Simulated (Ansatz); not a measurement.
`[BH2][SbH][CH3]` + `CBF` → `BCBF` + `[CH3][SbH2]`  (formal exchange of groups at a B–Sb bond)

Gas-phase electronic energies from Ansatz, PBE0-D4/def2-TZVP geometries. CCSD(T)/CBS adds triple-zeta CCSD(T) − MP2 to the extrapolated MP2 energy (def2 sets, frozen cores). This one scheme is used for every species. Functionals use def2-TZVPP. HSE06 is defined as in plane-wave codes. def2 core potentials past Kr. For Sb outer-core shells are correlated without core-valence functions, which leaves a few kJ/mol of doubt a bond. Each species was taken in one conformer, which may not be the lowest.

`[BH2][SbH][CH3]`:

```xyz
9

B    -0.782   -1.312   -1.057
Sb   -0.793   -0.296    0.891
C     0.579    1.322    0.476
H    -0.791   -0.672   -2.066
H    -0.912   -2.498   -1.113
H     0.314   -1.346    1.651
H     1.531    0.945    0.108
H     0.734    1.897    1.387
H     0.121    1.961   -0.278
```

`CBF`:

Cartesian coordinates in Å:
```
C -0.368 0.351 -0.464
B 0.470 -0.438 0.580
F -0.127 -1.087 1.571
H -1.444 0.313 -0.289
H -0.156 -0.030 -1.469
H -0.044 1.398 -0.481
H 1.669 -0.507 0.552
```

`BCBF`:

Z-matrix (Å, degrees):
```
C
B 1 1.558
B 1 1.549 2 109.3
H 1 1.091 2 112.0 3 128.2
H 1 1.102 2 102.7 3 -112.0
F 2 1.325 1 119.9 3 -111.3
H 2 1.199 1 123.3 3 68.3
H 3 1.198 1 120.0 2 -64.3
H 3 1.196 1 121.3 2 114.2
```

`[CH3][SbH2]`:

```xyz
7

C    -0.576   -0.334   -0.564
Sb    0.447    1.189    0.578
H    -1.636   -0.305   -0.314
H    -0.458   -0.114   -1.625
H    -0.174   -1.321   -0.347
H     2.007    0.579    0.229
H     0.390    0.306    2.043
```

```json
{"level": "revPBE", "ΔE (kJ/mol)": "-7.0"}
{"level": "HSE06", "ΔE (kJ/mol)": "-9.0"}
```

Problem. What does CCSD(T)/CBS give? (An estimate is asked.)

Solution. The calculation gave: -4.8 kJ/mol. The listed levels differ from it by -2.2, -4.2 kJ/mol.

Largest T1 diagnostic among the species: 0.015.

Leaving LDA and LC-ωPBE aside and taking each functional with its dispersion term where it has one, the values, not all of them listed here, spread over 9.8 kJ/mol, from B97M-V to PBE-QIDH. LDA lies −5.5 kJ/mol from PBE without D4. At CCSD(T), def2-SVP lies −8.4 kJ/mol from the extrapolated value and def2-TZVPP −2.3 kJ/mol.
